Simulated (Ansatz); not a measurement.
Input for Ansatz (a quantum-chemistry and plane-wave program): R-B3LYP/def2-TZVPP on C2H2 (SMILES C#C).

Ansatz 0.2 input:
```yaml
crystal:
  periodic: [false, false, false]
  atoms:
    - {symbol: C, position_ang: [0.00000000, -0.00000000, 0.59839447]}
    - {symbol: C, position_ang: [-0.00000000, 0.00000000, -0.59839447]}
    - {symbol: H, position_ang: [-0.00000000, -0.00000000, -1.66106597]}
    - {symbol: H, position_ang: [-0.00000000, 0.00000000, 1.66106597]}
basis:
  gaussian:
    orbitals: def2-TZVPP
hamiltonian:
  xc: {name: B3LYP}
scf: {lower_state_search: off}
```

Question: What total energy does the run end on?

Answer: -77.3656 hartree.
